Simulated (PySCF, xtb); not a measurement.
methoxyethene (C3H6O), SMILES C=COC. Other conformers were not sampled.

Harmonic wavenumbers (cm⁻¹) from GFN2-xTB in xtb at its own minimum, in rising order: 75, 158, 303, 502, 664, 820, 893, 999, 1065, 1129, 1136, 1214, 1310, 1378, 1409, 1472, 1480, 1704, 2920, 2937, 3011, 3032, 3136, 3173.

**Question.** What does PBE-D3(BJ)/def2-SVP (PySCF) give at its own minimum? (Estimate from the structure and the level; the computed values follow.)

**Answer.** 25, 167, 305, 512, 677, 788, 864, 936, 1082, 1130, 1143, 1235, 1292, 1354, 1414, 1420, 1426, 1681, 2922, 2994, 3049, 3081, 3105, 3213. Paired by order, the mean absolute difference is 27 cm⁻¹ and the zero-point energies are 51.4 and 51.2 kcal/mol.
